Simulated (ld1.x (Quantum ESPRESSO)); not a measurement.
The numbers below are computed, except where a source is named.
Potentials for aluminium compared

Generated with ld1.x 7.5 (TM, RRKJ, ultrasoft, PAW), atompaw 4.2 or ONCVPSP 4.0.1. The cutoff is in Ry: for ld1.x and atompaw files where the sum of valence levels is converged to 10 mRy in a Bessel basis, for ONCV files where the hardest occupied wave has 1 mHa per electron of residual kinetic energy. The error is the largest all-electron minus pseudo excitation energy over each file’s own four to seven test configurations (ionisations up to +4, promotions, holes and added fractions of an electron), all of which were solved. The labels leave out finer settings (local radius, basis sizes, second energies), which also bear on the numbers. Spin-polarised tests are not counted. The rows are a selection from randomly drawn settings: files with unsolved tests, undetermined cutoffs or missed reference levels are left out.

```csv
potential,cutoff (Ry),largest error (meV),bound ghosts
"RRKJ, PBE, non-relativistic, rc 2.05/2.05/2.05 (spd), local d, core correction yes, reference 3s1.5 3p0",12,+14,none
"TM, PBE, scalar-relativistic, rc 1.65/1.85/1.55 (spd), local s, core correction yes, reference 3s2 3p0.75",10,+19,none
```

Question: Fill in the row for Al: ultrasoft, Wu–Cohen, scalar-relativistic, rc 2.10/2.85/2.30 (spd), local smoothed, core correction yes, reference 3s1 3p2.

Answer: cutoff 6 Ry, largest error -6.7 meV, bound ghosts: none.

Question: Fill in the row for Al: RRKJ, PBE, fully relativistic, rc 1.90/2.00 (sp), local s, core correction yes, reference 3s2 3p0.5.

Answer: cutoff 10 Ry, largest error -11 meV, bound ghosts: none.

Question: Fill in the row for Al: RRKJ, PBEsol, scalar-relativistic, rc 1.70/1.95 (sp), local smoothed, core correction yes, reference 3s2 3p1.

Answer: cutoff 25 Ry, largest error +38 meV, bound ghosts: none.
